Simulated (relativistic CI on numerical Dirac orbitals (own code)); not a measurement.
Sensitivity of the levels of In²⁺ to α and to the nuclear radius

Method of calculation: Dirac-Coulomb-Breit CI, orbitals from a KLI potential per configuration, valence Slater integrals scaled by 0.85, P86 correlation energy added to each configuration, derivatives by finite differences, QED left out (own radial code, finite nucleus).

Configuration list (outside the closed core [Kr]): 4d¹⁰5s, 4d¹⁰5p, 4d¹⁰5d, 4d¹⁰6s, 4d⁹5s², 4d¹⁰6p, 4d¹⁰4f, 4d¹⁰6d. Levels of other configurations are missing.

With x = (α/α₀)² − 1 an excitation energy changes as ω = ω₀ + qx; K = 2q/ω₀ is the relative enhancement. Terms are leading LS components, so labels can repeat. The field-shift factor is F = δν/δ⟨r²⟩ for the transition from the lowest level.

Lowest level 4d¹⁰5s ²S1/2.

```tsv
Level	ω₀ (cm⁻¹)	q (cm⁻¹)	F (GHz/fm²)
4d¹⁰5p ²P°1/2	55458.7	4651	-8.44
4d¹⁰5p ²P°3/2	59328.6	8950	-8.55
4d¹⁰6s ²S1/2	120517.1	7340	-6.24
4d¹⁰5d ²D5/2	120826.7	-3542	0.853
4d¹⁰5d ²D3/2	121489.9	9041	-7.86
4d⁹5s² ²D5/2	123661.5	-6452	2.86
4d⁹5s² ²D3/2	129380.7	-12850	11.7
4d¹⁰6p ²P°1/2	138164.3	8269	-8.45
4d¹⁰6p ²P°3/2	139393.0	9624	-8.48
4d¹⁰4f ²F°7/2	157713.6	9861	-8.44
4d¹⁰4f ²F°5/2	157745.1	9894	-8.44
4d¹⁰6d ²D3/2	163677.0	9843	-8.45
4d¹⁰6d ²D5/2	163830.5	10000	-8.46
```

For a near-neutral ion this model can misplace configurations by up to about 10,000 cm⁻¹ (more where the count of f electrons changes) and terms by 10 to 25 % of their spread. Rates follow the energies as ν³ (E1, M1) or ν⁵ (E2), so they and the lifetimes can be off by large factors. The fine structure of a lone outer electron comes out too small, for d and f at times inverted, and misplaced configurations move strength between like terms.

Which transition from the lowest level has the largest |K|?

4d¹⁰5p ²P°3/2 at 59328.6 cm⁻¹, K = 0.302.
